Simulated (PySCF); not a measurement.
## SiAs: one state, many levels of theory

State: ²Π (doublet), unpaired electrons π ↑. Set-up: PySCF, scalar-relativistic core potentials, basis sets Si cc-pV(D+d)Z, As cc-pVDZ-PP with ECP10. De refers to Si + As in their high-spin ground configurations, without counterpoise correction. The functionals are run spin-unrestricted. A positive dipole means Si(−)As(+).

```tsv
Level	Re (Å)	ωe (cm⁻¹)	De (eV)	μ (D)	CPU s a point (SCF and correlation, without the integrals)
ROHF	2.150	549	0.99	-1.01	0.1
ROHF-MP2	2.196	496	2.59	n/a	0.17
ROHF-SCS-MP2	2.196	494	2.54	n/a	n/a
ROHF-CCSD	2.196	493	2.38	n/a	n/a
ROHF-CCSD(T)	2.212	472	2.60	n/a	3.1
PBE	2.210	473	3.52	-0.32	0.6
TPSS	2.200	481	3.38	-0.33	0.84
r²SCAN	2.186	495	3.28	-0.41	0.78
M06-L	2.185	500	3.62	-0.10	0.82
PBE0	2.179	507	3.20	-0.49	1.1
M06	2.181	500	3.59	-0.41	0.86
```

The bond length runs from 2.150 Å (ROHF) to 2.212 Å (ROHF-CCSD(T)). De spans 0.99 eV (ROHF, mean field) to 3.62 eV (M06-L, meta-GGA). Correlation at CCSD(T) changes the Hartree–Fock bond energy by +1.61 eV; the triples alone change it by +0.22 eV.

Correlated steps freeze 9 core orbitals. Correlated levels converge slowly with the basis: in double zeta they bind strong bonds too weakly, by up to about 1 eV, and carry superposition errors of some tenths. Spin–orbit coupling is left out. The state is the lowest determinant that a PBE0 search found; another state may lie lower at other levels.

The whole job (state search and all levels along the bond) took about 2.2 min on 1 thread of Intel Xeon Platinum 8488C (shared host), peak memory 0.52 GiB.
